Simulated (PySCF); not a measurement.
A structure optimised at PBE0-D3(BJ)/def2-TZVP, used in a PySCF frequency run:

```xyz
8

Si     1.4870    -0.3589     0.5213
O      0.0030    -0.3563    -0.1697
Si    -1.4115     0.4503    -0.3507
H      2.2803    -1.4545    -0.1027
H      2.1537     0.9598     0.2992
H     -1.1488     1.8859    -0.6324
H     -2.1460    -0.1577    -1.4854
H     -2.2204     0.3362     0.8896
```
Charge 0, spin multiplicity 2.

Problem. Write its SMILES and formula.

Solution. [SiH2]O[SiH3], H5OSi2

Problem. What are its rotational constants (standard atomic weights)?

Solution. 40.886, 3.0895, 3.0052 GHz
